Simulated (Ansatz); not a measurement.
```yaml
crystal:
  periodic: [false, false, false]
  atoms:
    - {symbol: F, position_ang: [-1.231474, -0.237923, 4.054426]}
    - {symbol: Sn, position_ang: [-0.004665, -0.036815, 0.068232]}
    - {symbol: Br, position_ang: [4.331482, -3.145577, -0.370120]}
    - {symbol: Br, position_ang: [-4.081342, -1.844284, -2.893694]}
    - {symbol: Br, position_ang: [1.095559, 5.102460, -0.949924]}
basis:
  gaussian: {orbitals: def2-SVPD, final_grid: {core_spheres: 5, valence_spheres: 4, degree: 11}, point_charges: [{charge: 2.00, position_ang: [5.832, -0.609, 0.879]}]}
hamiltonian: {xc: {name: wB97X-V}, pseudopotentials: {relativity: none}}
```

```sh
$ ansatz run in.yaml --threads 4 --pin off --events-out ev --progress --plain --max-ram 11315MiB
```

Output, abridged:

```
Functional definition: wB97X-V
1826 factors; integrals over basis functions are off by at most 1.5e-4 eV
475 factors; integrals over basis functions are off by at most 8.8e-5 eV
mean field evaluation 1: about -218616.0981 eV, gradient 5.8e1 eV
mean field evaluation 2: about -218231.0834 eV, gradient 1.8e2 eV
mean field evaluation 4: about -218615.3693 eV, gradient 5.7e1 eV
mean field evaluation 8: about -218630.4192 eV, gradient 8.4e0 eV
mean field evaluation 16: about -218631.1228 eV, gradient 1.2e0 eV
mean field evaluation 32: about -218631.1445 eV, gradient 1.2e-1 eV
mean field evaluation 64: about -218631.1315 eV, gradient 2.7e-1 eV
mean field -218631.14442132 eV, -8034.5463639714 hartree, gradient 3.3e-6 eV, S^2 0.000000; 6 other end points of the search recorded, 0 dependent functions left out
reference -218631.14441644 eV, -8034.5463637920 hartree; 68, 68 occupied and 110, 110 virtual orbitals, 1826 factors
Total energy: -218631.14441644 eV, -8034.5463637920 hartree
```

(1) Something in this input is off. What?

Answers

(1) The geometry is stretched to more than twice its size. Self-consistency was reached. The result belongs to that input, not to the molecule as meant.
